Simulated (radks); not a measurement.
Task: The mean radii <r> (bohr) of the occupied orbitals of an atom or ion are listed with their occupations. Method: scalar-relativistic Kohn-Sham, PBE, spin-unpolarised, spherical densities, point nucleus; computed with a radial shooting solver on a logarithmic mesh with Libxc functionals.

| orbital | occ. | <r> |
|---|---|---|
| 1s | 2 | 0.02558 |
| 2s | 2 | 0.1095 |
| 2p | 6 | 0.09597 |
| 3s | 2 | 0.2877 |
| 3p | 6 | 0.2845 |
| 3d | 10 | 0.2593 |
| 4s | 2 | 0.5954 |

Name the element and its charge.

Result: Z = 56, barium, charge +26: Ba26+ in [Ar] 3d10 4s2. The 1s radius gives Z: for a bare nucleus <r> = (2 gamma + 1)/(2Z) with gamma = sqrt(1 - (Z/c)^2), 0.02523 bohr for Z = 56, and screening makes it slightly larger (0.02558 here). The occupations add up to 30, and the charge is Z minus that.
